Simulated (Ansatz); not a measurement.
| atom | x (Å) | y (Å) | z (Å) |
| --- | --- | --- | --- |
| C | 0.0037 | 0.6302 | -1.2262 |
| C | 0.0060 | -0.6233 | -1.2420 |
| C | 0.0073 | 1.4651 | -0.1403 |
| C | -0.0065 | -1.4573 | -0.1394 |
| C | -0.0092 | 0.7002 | 1.0515 |
| C | -0.0090 | -0.7068 | 1.0534 |
| H | 0.0080 | 2.5569 | -0.1358 |
| H | 0.0073 | -2.5476 | -0.1306 |
| H | -0.0092 | 1.2277 | 2.0169 |
| H | 0.0037 | -1.2209 | 2.0165 |

Basis set: STO-3G (spherical functions). Correlated methods keep 6 orbitals frozen. Charge 0, multiplicity 1.

Computed with Ansatz (development build ahead of 0.2.0); each method stands on the lowest determinant of its kind that the runs found. Restricted open shells among the atoms or ions are ROHF, correlated in semicanonical orbitals with singles.

The atomization energy at this shape (free ground-state atoms in the same class of orbitals less the molecule, no zero-point energy) of singlet C6H4:

| method | atomization energy |
| --- | --- |
| RHF | 40.48 eV |

(1) What does RHF-MP2 give?

Answers

(1) 49.80 eV. Caution: in another basis set an unrestricted determinant lies well below.

This basis has no polarisation functions and is too small for such energies, which can lie far from measured ones in either direction.
